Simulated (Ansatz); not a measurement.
Relative stability

The two ends of one reaction step of SiNH₉O₂, singlet (PBE0-D4/def2-TZVP).

A:

```
13
angstrom
Si -0.9679 0.8590 -1.0769
H 1.9302 -2.5905 0.0237
H -1.1505 0.7554 -2.5455
H -1.4919 2.1650 -0.5907
O -1.7188 -0.4420 -0.4459
H 0.3926 0.0423 1.2128
N 0.6981 0.8693 -0.5583
H 1.4741 -2.2753 0.5255
O -0.0822 -0.5613 1.8177
H -1.4520 -0.6532 0.4645
H 1.3231 0.1932 -0.9768
H 1.1532 1.7707 -0.5254
H -0.1082 -0.1326 2.6752
```

B:

Si1  (-0.795, -0.442, -0.973)
H2  (0.440, -1.092, -0.429)
H3  (-0.594, 0.360, -2.196)
H4  (-1.626, 0.153, 0.108)
O5  (-1.701, -1.700, -1.602)
H6  (0.861, 1.306, 0.792)
N7  (0.561, 1.492, -0.162)
H8  (1.076, -0.837, 1.368)
O9  (1.411, -0.281, 2.082)
H10  (-2.043, -2.342, -0.980)
H11  (1.390, 1.653, -0.722)
H12  (0.016, 2.346, -0.169)
H13  (1.004, -0.616, 2.883)
(Å)

Computed with Ansatz 0.2.0 (basis: def2-TZVPP); correlated methods freeze the cores. B3LYP uses VWN-RPA correlation.

Task: Which structure is lower at CCSD(T), and by how much? (Judge from chemistry; the value comes from the calculation.)

Result: By the calculation: A, by 50.1 kJ/mol (electronic energy, against the other). By their contacts, A is a complex of SiNH₅O ([NH2][SiH2][OH]) + H₂O + H₂ and B is a complex of SiH₄O ([OH][SiH3]) + H₂O + NH₃.

All methods give the same order:

| method | E(B) − E(A) (kJ/mol) |
| --- | --- |
| SPW92 | 46.3 |
| PBE-D4 | 47.1 |
| BLYP-D4 | 55.4 |
| r2SCAN-D4 | 54.1 |
| B97M-V | 48.4 |
| PBE0-D4 | 46.2 |
| B3LYP-D4 | 53.6 |
| r2SCAN0-D4 | 51.9 |
| BHLYP-D4 | 52.2 |
| CAM-B3LYP-D4 | 54.0 |
| wB97X-V | 49.5 |
| wB97M-V | 49.5 |
| B2PLYP | 52.9 |
| PBE-QIDH | 49.0 |
| RPA on PBE | 47.6 |
| HF | 50.1 |
| MP2 | 55.9 |
| CCSD | 48.4 |
| CCSD(T) | 50.1 |

T1 diagnostic: at most 0.011.

Labels in which every atom is bracketed show which atoms are joined, not bond orders.

For scale, one of the runs: CCSD(T)/def2-TZVPP, 261 basis functions, launched by `ansatz run in.yaml --threads 8 --pin off --events-out ev --progress --plain --max-ram 19148MiB`. Hardware: 8 CPU threads of an Arm Neoverse V1, shared host. Wall time 100 s; peak host memory 6.4 GiB.
